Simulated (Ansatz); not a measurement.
Si2NO3H7⁺, that is (OH)3Si-NH-SiH3 with one electron fewer. The state is a doublet with charge 1. Geometry PBE0-D4/def2-SVP, that of the neutral singlet; atoms count from 1.

```xyz
13

Si   -0.2970   -0.3605   -0.9364
O     0.9016    0.7148   -1.3345
O     0.2559   -1.8276   -1.4567
O    -1.7521   -0.1387   -1.6787
N    -0.5768   -0.1722    0.7477
Si    0.4742    0.6194    1.8885
H     0.7346    1.6412   -1.1365
H     1.2071   -1.9594   -1.4080
H    -1.8362   -0.5710   -2.5341
H    -1.4573   -0.5267    1.1083
H     0.6575    2.0747    1.5795
H    -0.1491    0.4996    3.2401
H     1.8375    0.0066    1.9209
```

(1) Estimate the Mulliken populations from the PBE0/def2-TZVP orbitals of Ansatz.

(2) Where does the spin sit?

(3) And the Mayer bond orders between heavy atoms (over 0.3)?

## Answers

(1) 
```tsv
atom	charge (e)	spin (α − β)
Si1	0.70	-0.03
O2	-0.46	0.02
O3	-0.42	0.11
O4	-0.48	0.01
N5	-0.20	0.75
Si6	0.17	-0.03
H7	0.35	0.00
H8	0.36	0.00
H9	0.37	0.00
H10	0.31	-0.03
H11	0.10	0.11
H12	0.07	0.00
H13	0.11	0.10
```
Mulliken values depend strongly on the basis.

(2) Summed by element: Si -0.06, O 0.13, N 0.75, H 0.18, of 1 unpaired in all. Largest on single atoms: N5 0.75, O3 0.11, H11 0.11.

(3) Si1–O2 1.25 (1.66 Å); Si1–O3 1.29 (1.65 Å); Si1–O4 1.32 (1.65 Å); Si1–N5 0.92 (1.72 Å); N5–Si6 1.02 (1.74 Å).
